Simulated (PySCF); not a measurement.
Compound: C4H11ClSi.
Bonds: C1–Si2, Si2–C3, C3–C4, C3–C5, C3–Cl6. Hydrogens: H7, H8, H9 on C1; H10, H11 on Si2; H12, H13, H14 on C4; H15, H16, H17 on C5.

A linear-response calculation (PySCF, def2-SVPD basis, gas phase, vertical, core orbitals frozen in the response) gave these numbers; the functional is withheld.

Orbital energies (eV): HOMO-3 -10.67, HOMO-2 -10.50, HOMO-1 -9.83, HOMO -9.19, LUMO 1.08, LUMO+1 1.38, LUMO+2 1.55.

```tsv
state	E (eV)	f	main configurations (H = HOMO, L = LUMO)
S1	6.69	0.014	H→L+1 (47%), H→L (26%), H→L+2 (14%)
S2	7.16	0.0024	H-1→L+1 (48%), H-1→L (27%), H-1→L+2 (15%)
S3	7.66	0.033	H→L (59%), H→L+1 (30%)
S4	8.04	0.0021	H→L+2 (74%), H→L+1 (12%)
S5	8.29	0.033	H-1→L (53%), H-1→L+1 (26%)
S6	8.32	0.057	H-2→L+1 (25%), H-2→L (13%), H-4→L+1 (10%)
```

Triplets (Tamm–Dancoff): T1 6.00 eV, H→L+1 (48%), H→L (24%), H→L+2 (14%); T2 6.49 eV, H-1→L+1 (46%), H-1→L (24%), H-1→L+2 (16%); T3 7.48 eV, H→L (38%), H→L+1 (29%); T4 7.54 eV, H-4→L+1 (15%), H→L (13%), H-2→L+1 (13%).

Vertical ionisation energy by ΔSCF with the same functional: 9.92 eV. Mean static polarisability: 90.7 au.

Task: Which of these was used?
A. B3LYP
B. CAM-B3LYP
C. HF
D. PBE

Result: B. CAM-B3LYP is range-separated, 19% exact exchange at short range and 65% at long range (ω = 0.33 bohr⁻¹). In this run −ε(HOMO) = 9.19 eV differs from the ΔSCF value by -0.73 eV, and S1 differs from the orbital gap of 10.27 eV by -3.58 eV. The ratio −ε(HOMO)/IP is 0.93. Usual ranges for neutral molecules in this basis: 0.85 to 0.93 with CAM-B3LYP, 0.5 to 0.7 with PBE, 0.67 to 0.83 with B3LYP; Hartree–Fock can't fall below 1, since the ion's relaxation only lowers the ΔSCF value. The other options: PBE, a GGA without exact exchange; HF, time-dependent Hartree–Fock, 100% exact exchange; B3LYP, a global hybrid with 20% exact exchange.

Level of theory: TDDFT CAM-B3LYP/def2-SVPD, vertical, gas phase, core orbitals frozen in the response (PySCF 2.14.0, density-fitted response routines). Isolated species at its PBE0-D3(BJ)/def2-SVP geometry (one conformer only).

Hardware: one thread of an Arm Neoverse N1, on a shared host. Cost: 5.2 min wall (grids of density and orbitals included), 1.0 GiB resident at most.

Conformer computed: `[CH3:1][SiH2:2][C:3]([CH3:4])([CH3:5])[Cl:6]`: C1–Si2–C3–C4 56°.
